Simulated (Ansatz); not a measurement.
Computed with Ansatz on PBE0-D4/def2-TZVP structures; ΔE is electronic, products minus reactants. CCSD(T)/CBS is the MP2 limit (def2-TZVPP, def2-QZVPP) plus CCSD(T) − MP2 in def2-TZVPP, frozen cores. DFT in def2-TZVPP. B3LYP here is the variant with VWN-RPA as its local correlation; programs differ in this. def2 core potentials past Kr. For Ge, I outer-core shells are correlated without core-valence functions, which leaves a few kJ/mol of doubt a bond. Scalar relativity is left out up to krypton.

Reaction (substitution at a C–Ge bond): `[GeH3][C]1=CC1` + HI → `IC1=CC1` + GeH₄

| level | ΔE (kJ/mol) | difference from CCSD(T)/CBS |
| --- | --- | --- |
| ωB97X-V | 47.1 | 1.7 |
| B2PLYP | 43.0 | -2.4 |
| B3LYP | 41.6 | -3.8 |
| HF/def2-TZVPP | 57.0 | 11.6 |
| MP2/def2-TZVPP | 44.0 | -1.4 |
| CCSD(T)/def2-TZVPP | 47.9 | 2.5 |
| MP2/def2-QZVPP | 42.0 | -3.4 |
| HF/CBS(def2) | 55.2 | 9.8 |
| MP2/CBS(def2) | 41.5 | -3.9 |
| CCSD/CBS(def2) | 48.5 | 3.1 |
| CCSD(T)/CBS | 45.4 | 0 |

Largest T1 diagnostic among the species: 0.012.

In def2-TZVPP, CCSD(T) changes the Hartree–Fock value by −9.2 kJ/mol (the triples alone add −3.2 kJ/mol) and MP2 by −13.0 kJ/mol. From PBE to PBE0 (25 % exact exchange), in def2-TZVPP and without D4, ΔE moves by +6.9 kJ/mol.
